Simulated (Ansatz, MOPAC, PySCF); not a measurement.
Pair of molecules: CH3F (SMILES CF) (first 5 atoms) with GeH4 (SMILES [GeH4]); geometry from B3LYP-D3(BJ)/def2-TZVP, rigid monomers moved along the line of their centres of mass till F2···Ge6 is 4.53 Å.
(charge 0, multiplicity 1):
```csv
atom,x (Å),y (Å),z (Å)
C,-0.4328,-0.0378,-0.1556
F,0.7652,-0.1711,0.5400
H,-1.0189,0.7562,0.3078
H,-0.2067,0.2142,-1.1919
H,-0.9733,-0.9831,-0.1045
Ge,-0.1599,-0.2282,4.9778
H,-0.4605,1.1440,4.3576
H,1.3434,-0.5198,4.9135
H,-0.9418,-1.3134,4.2230
H,-0.6169,-0.2200,6.4474
```

Monomers are frozen at their geometry in the pair; levels with a basis set take the counterpoise correction. Rows marked so take none.

Rows in 6-31G* carry no dispersion term and start afresh at each structure (6-31G* with six Cartesian d functions); the Pople sets are all-electron and without relativity. The state that PM3, PM6 reach isn't checked.

The values were computed with Ansatz (a quantum-chemistry and plane-wave program) with Gaussian orbitals; MOPAC for PM3, PM6 (differences of heats of formation); PySCF for 6-31G* rows, the dispersion terms. Each number belongs to the level named beside it.

Q: One of these levels gives -0.48 kcal/mol for the interaction energy. Name it.
A) M06-2X/6-31G* (no counterpoise)
B) PM6
C) PBE-D3(BJ)/def2-TZVPPD
D) PM3

A: C, PBE-D3(BJ)/def2-TZVPPD. The others give 0.29 (PM3), -0.08 (PM6), -0.85 (M06-2X/6-31G* (no counterpoise))
